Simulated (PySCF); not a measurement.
# MB for M along group 15

HF with double-zeta basis sets in PySCF, for the lowest determinant that a PBE0 search found; no spin–orbit coupling. De refers to high-spin ground-configuration atoms. A positive dipole means M(−)B(+).

| M | basis | reference | state (unpaired electrons) | Re (Å) | ωe (cm⁻¹) | De (eV) | μ (D) |
| --- | --- | --- | --- | --- | --- | --- | --- |
| N | x2c-SVPall | ROHF | triplet (σ ↑, π ↑) | 1.287 | 1820 | 2.44 | 2.63 |
| As | x2c-SVPall | ROHF | triplet (σ ↑, π ↑) | 1.821 | 901 | 1.26 | 0.53 |
| Sb | x2c-SVPall | ROHF | triplet (σ ↑, π ↑) | 2.033 | 747 | 0.67 | 0.04 |

Question: The row for M = P is missing. Estimate Re, ωe and De as the mean of the rows for N and As, and compare with the calculation.

Answer: The means are 1.554 Å, 1360 cm⁻¹ and 1.85 eV. ROHF in x2c-SVPall gives BP as a triplet (σ ↑, π ↑) with Re = 1.718 Å, ωe = 1084 cm⁻¹, De = 1.75 eV, so the estimate is off by -16.4 pm, +25 % and +0.10 eV.

Spin–orbit coupling is left out, which matters for elements this heavy, above all for dissociation energies. UHF is strongly spin-contaminated for BSb, so the ROHF reference used there is far from stable. Hartree–Fock leaves out correlation, which carries a large part of most bond energies and some tenths to 1 eV of ionisation energies. States were picked by a PBE0 search and need not be the measured ground states.
